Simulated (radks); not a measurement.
Valence configurations of Pt2+ (all share [Xe]). Method: scalar-relativistic Kohn-Sham, r2SCAN, spin-polarised, spherical densities, finite nucleus; open shells are filled with parallel spins first (spin-orbit coupling, left out, can overturn this in heavy ions); meta-GGA in the generalised Kohn-Sham scheme; Fermi nuclear charge, rms radius 5.427 fm; computed with a radial shooting solver on a logarithmic mesh with Libxc functionals. Energies are relative to 4f14 5d8; eigenvalues in eV for spin up.

[
 {"valence": "4f14 5d8", "E (eV)": "0.000", "moment (Bohr magnetons)": "2", "e(4f)": "-91.954", "e(5d)": "-26.792", "e(6p)": "-", "e(6s)": "-"},
 {"valence": "4f14 5d7.5 6s0.5", "E (eV)": "1.379", "moment (Bohr magnetons)": "3", "e(4f)": "-93.907", "e(5d)": "-28.422", "e(6p)": "-", "e(6s)": "-23.400"},
 {"valence": "4f13.5 5d8.5", "E (eV)": "34.412", "moment (Bohr magnetons)": "2", "e(4f)": "-97.957", "e(5d)": "-27.394", "e(6p)": "-", "e(6s)": "-"},
 {"valence": "4f13 5d7.5 6s0.5 6p1", "E (eV)": "86.999", "moment (Bohr magnetons)": "5", "e(4f)": "-111.85", "e(5d)": "-34.419", "e(6p)": "-17.362", "e(6s)": "-26.697"},
 {"valence": "4f12 5d7.5 6s1.5 6p1", "E (eV)": "178.51", "moment (Bohr magnetons)": "6", "e(4f)": "-129.09", "e(5d)": "-39.265", "e(6p)": "-18.544", "e(6s)": "-28.648"},
 {"valence": "4f12 5d8 6p2", "E (eV)": "182.94", "moment (Bohr magnetons)": "6", "e(4f)": "-128.34", "e(5d)": "-38.896", "e(6p)": "-19.018", "e(6s)": "-"},
 {"valence": "4f12 5d7 6s2 6p1", "E (eV)": "183.84", "moment (Bohr magnetons)": "6", "e(4f)": "-131.40", "e(5d)": "-40.956", "e(6p)": "-18.840", "e(6s)": "-29.161"},
 {"valence": "4f11 5d9 6p2", "E (eV)": "275.91", "moment (Bohr magnetons)": "6", "e(4f)": "-141.53", "e(5d)": "-40.406", "e(6p)": "-19.165", "e(6s)": "-"},
 {"valence": "4f11 5d8 6p3", "E (eV)": "296.14", "moment (Bohr magnetons)": "8", "e(4f)": "-147.56", "e(5d)": "-45.214", "e(6p)": "-21.148", "e(6s)": "-"},
 {"valence": "4f11 5d7 6s2 6p2", "E (eV)": "300.21", "moment (Bohr magnetons)": "8", "e(4f)": "-150.94", "e(5d)": "-47.495", "e(6p)": "-21.088", "e(6s)": "-32.178"}
]

NIST lists [Xe] 4f14 5d8 as the ground configuration; this level of theory agrees among the configurations tried. The energies are those of spherical high-spin densities, not of single terms.
